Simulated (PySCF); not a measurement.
Nb²⁺: ionisation energy

Nb²⁺ [Kr] 4d3 (4F) → Nb³⁺ [Kr] 4d2 (3F), as a difference of total energies. Computed with PySCF 2.14 in x2c-QZVPPall (13s8p7d3f2g, 111 functions), with scalar relativity by spin-free X2C-1e. Correlated levels: valence: [Kr] frozen; valence and next inner shell: [Ar] 3d10 frozen. The calculations carry no spin-orbit coupling.

Task: Order these methods by the ionisation energy they give, lowest first.
A. MP2 (valence and next inner shell)
B. PBE0
C. PBE
D. TPSSh

Result: A (25.049 eV), D (25.265 eV), B (25.404 eV), C (25.502 eV).

A first-order spin-orbit estimate (lowest level to lowest level, LS coupling) adds -0.023 eV.

Errors of the correlated levels include the incompleteness of this basis and the frozen core.

For comparison: 25.04 eV (semi-empirical (NIST evaluation); NIST Atomic Spectra Database, ionization energies).
